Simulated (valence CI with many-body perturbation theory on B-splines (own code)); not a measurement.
## Dy⁵³⁺: one-electron terms

Calculated by valence CI with perturbative core correlation (CI+MBPT): three valence electrons over a frozen Dirac-Fock core [Ne], a basis of 11 s, 11 p, 9 d, 7 f, 5 g, 2 h, 1 i functions for each j, with the one-electron correlation potential Σ1 (screened to all orders), the two-electron term Σ2, the three-electron term Σ3, Breit, model QED; selected single and double excitations, second order for the rest (own B-spline code, finite nucleus).

No measured spectrum was set against this ion. As an estimate, large intervals hold to a few tenths of a per cent, small ones and those within an open d or f shell to about a per cent.

These are the spectroscopic orbitals of the CI (the correlating ones are not listed), shaped by the core and the other valence electrons. h is the expectation value of the core's Dirac-Fock operator, without the valence repulsion; Σ1 is computed up to l = 3 at one energy for each symmetry, that of its lowest orbital but kept below the first core excitation, so for empty shells it is not the orbital's own correlation shift; Breit and QED include the response of the core.

```tsv
Orbital	h (hartree)	Σ1 (cm⁻¹)	Breit (cm⁻¹)	QED (cm⁻¹)	⟨r⟩ (bohr)
3s1/2	-199.12	-7129	31642	25876	0.2128
4s1/2	-108.38	-2419	12355	10438	0.3926
5s1/2	-67.997	-1113	5920	5122	0.6295
6s1/2	-46.595	-609	3320	2893	0.9211
3p1/2	-194.17	-9257	53133	858	0.2005
4p1/2	-106.32	-3070	20781	362	0.3835
5p1/2	-66.964	-1420	10118	183	0.6224
6p1/2	-46.005	-780	5707	105	0.9164
3p3/2	-186.06	-8100	30270	3262	0.2104
4p3/2	-103.01	-2785	11828	1326	0.3967
5p3/2	-65.298	-1307	6256	664	0.6390
6p3/2	-45.053	-724	3541	379	0.9362
3d3/2	-180.03	-10017	24539	-771	0.1804
4d3/2	-100.71	-2827	8880	-252	0.3702
5d3/2	-64.172	-1264	4228	-116	0.6152
3d5/2	-178.14	-9001	11791	291	0.1834
4d5/2	-99.895	-2529	4215	181	0.3739
5d5/2	-63.753	-1133	2057	103	0.6198
4f5/2	-98.668	-2503	920	-138	0.3256
5f5/2	-63.145	-1212	627	-73.4	0.5734
4f7/2	-98.319	-2387	259	59.9	0.3275
5f7/2	-62.965	-1151	176	27.8	0.5755
5g7/2	-62.864		22.0	-33.0	0.5053
5g9/2	-62.758		4.1	24.7	0.5066
```

Among the shells of the start configuration 3s2 3p1, Σ1 is largest in size for 3p1/2, where it is 0.022 % of h.

Lowest root of each symmetry, sizes in configuration state functions:

```tsv
J	Parity	Roots	Reference	Variational	Second order	Change by selected CI (cm⁻¹)	Change by second order (cm⁻¹)
1/2	even	9	58	7110	6258	-4684	0
3/2	even	13	92	12138	8729	-2583	-1
5/2	even	12	94	13868	11863	-3864	-1
7/2	even	6	67	12140	13904	-5753	-2
9/2	even	3	41	8875	10114	-5895	-3
1/2	odd	7	55	6507	5256	-4640	0
3/2	odd	12	89	11383	9508	-4336	0
5/2	odd	9	86	12465	13233	-5005	-1
7/2	odd	5	63	11289	10333	-5582	-2
9/2	odd	2	33	8351	14606	-3095	-3
```
